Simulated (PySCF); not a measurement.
Molfile (atoms numbered from 1):
```
CH9B2P
     RDKit          3D

 13 12  0  0  0  0  0  0  0  0999 V2000
    1.6485   -0.7919   -1.0563 B   0  0  0  0  0  0  0  0  0  0  0  0
    0.6825   -0.0700    0.4028 P   0  0  0  0  0  0  0  0  0  0  0  0
   -1.0322    0.7874   -0.2106 B   0  0  0  0  0  0  0  0  0  0  0  0
   -1.9969   -0.3307   -0.8527 C   0  0  0  0  0  0  0  0  0  0  0  0
    1.3904   -1.9050   -1.4330 H   0  0  0  0  0  0  0  0  0  0  0  0
    2.4098   -0.0802   -1.6573 H   0  0  0  0  0  0  0  0  0  0  0  0
    1.5278    0.8369    1.0815 H   0  0  0  0  0  0  0  0  0  0  0  0
    0.5141   -1.1017    1.3576 H   0  0  0  0  0  0  0  0  0  0  0  0
   -0.5963    1.6421   -0.9725 H   0  0  0  0  0  0  0  0  0  0  0  0
   -1.3868    1.2640    0.8628 H   0  0  0  0  0  0  0  0  0  0  0  0
   -2.2327   -1.1656   -0.1713 H   0  0  0  0  0  0  0  0  0  0  0  0
   -2.9596    0.1534   -1.0906 H   0  0  0  0  0  0  0  0  0  0  0  0
   -1.6244   -0.7624   -1.7963 H   0  0  0  0  0  0  0  0  0  0  0  0
  1  2  1  0
  2  3  1  0
  3  4  1  0
  1  5  1  0
  1  6  1  0
  2  7  1  0
  2  8  1  0
  3  9  1  0
  3 10  1  0
  4 11  1  0
  4 12  1  0
  4 13  1  0
M  CHG  2   2   1   3  -1
M  END
```

Geometry: PBE0-D3(BJ)/def2-SVP; GIAO shifts from PySCF 2.14, gas phase, non-relativistic, averaged over equivalent atoms.

At PBE0/pcSseg-1 (120 basis functions, 15 s wall time on 1 thread of an x86-64 server CPU, shared host):
| atoms | δ (ppm) |
| --- | --- |
| B1 | 97.8 |
| B3 | -31.1 |
| P2 | -108.8 |
| C4 | 1.5 |
| H5/H6 | 9.01 |
| H7/H8 | 4.46 |
| H9/H10 | 2.35 |
| H11/H12/H13 | 0.07 |

Chemical shifts δ = σref − σ; 11B (σ = 100.73 ppm) vs BF3·OEt2; H3PO4 for 31P (σ = 310.13 ppm); 13C (σ = 184.41 ppm) and 1H (σ = 31.27 ppm) vs TMS, all at this level.

**Question.** What do these become at WP04/pcSseg-2?

**Answer.** 
```json
{"atoms": "B1", "δ at WP04/pcSseg-2": "93.2", "change": "-4.6"}
{"atoms": "B3", "δ at WP04/pcSseg-2": "-25.0", "change": "+6.1"}
{"atoms": "P2", "δ at WP04/pcSseg-2": "-76.8", "change": "+32.0"}
{"atoms": "C4", "δ at WP04/pcSseg-2": "2.5", "change": "+1.0"}
{"atoms": "H5/H6", "δ at WP04/pcSseg-2": "7.72", "change": "-1.29"}
{"atoms": "H7/H8", "δ at WP04/pcSseg-2": "4.13", "change": "-0.33"}
{"atoms": "H9/H10", "δ at WP04/pcSseg-2": "1.94", "change": "-0.41"}
{"atoms": "H11/H12/H13", "δ at WP04/pcSseg-2": "-0.03", "change": "-0.10"}
```

Shifts are taken against calculated references (same method and geometry level): 11B (σref 94.19) against BF3·OEt2; 31P (σref 287.76) vs H3PO4; TMS for 13C (σref 172.10) and 1H (σref 31.61).

The largest change is at P2 (phosphorus bonded to 2 B, 2 H). Cost: 277 basis functions, 34 s wall time on 1 thread of an x86-64 server CPU, shared host.

A carbon bonded to boron is broadened by the quadrupolar boron nucleus and is often missing from a measured spectrum. Experimental scales use liquid or dissolved standards, which lie at an offset from isolated H3PO4.
